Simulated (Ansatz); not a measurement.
Consider the atomization: `[Br][Sn]([Br])([Br])[Br]` → 4 Br• + Sn•.

Gas-phase electronic energies from Ansatz, PBE0-D4/def2-TZVP geometries. CCSD(T)/CBS is the MP2 limit (def2-TZVPP, def2-QZVPP) plus CCSD(T) − MP2 in def2-TZVPP, frozen cores. Functionals use def2-TZVPP. Open shells (•) are unrestricted, without spin–orbit coupling. Spin–orbit coupling would lower the free atoms: clearly for Br; strongly for Sn. Elements past krypton have def2 core potentials. Bonds to Br, Sn are less sure, by a few kJ/mol each and by 10 to 20 or more in all where they break to atoms, as the def2 sets lack core-valence functions. Scalar relativity is left out up to krypton.

```json
{"level": "BHLYP-D4", "ΔE (eV)": "11.39"}
{"level": "CCSD(T)/def2-TZVPP", "ΔE (eV)": "11.54"}
{"level": "MP2/CBS(def2)", "ΔE (eV)": "13.16"}
{"level": "CCSD/CBS(def2)", "ΔE (eV)": "12.08"}
```

(1) What does CCSD(T)/CBS give? (An estimate is asked.)

Largest T1 diagnostic among the species: 0.011.

Results:

(1) Computed: +12.52 eV. The listed levels differ from it by -1.13, -0.98, 0.64, -0.44 eV.

Leaving LDA and LC-ωPBE aside and taking each functional with its dispersion term where it has one, the values, not all of them listed here, spread over 0.94 eV, from BHLYP-D4 to PBE-D4. LDA lies +2.23 eV from PBE without D4, its usual overbinding. The D4 term adds +0.50 eV with B3LYP and +0.27 eV with PBE0; it sums over pairs of atoms, weighted by their polarisabilities, and B3LYP, whose exchange is more repulsive, gets the larger term. From r2SCAN to r2SCAN0 (25 % exact exchange), in def2-TZVPP and without D4, ΔE moves by −0.36 eV: exact exchange takes away binding that semilocal exchange gives to molecules.

B3LYP here is the variant with VWN-RPA as its local correlation; programs differ in this.

For atomizations the MP2-based limit and the directly extrapolated one differ by several kJ/mol either way, and by 10 to 25 for some Ge, Se and Sn compounds, so smaller differences from it don't rank the levels.
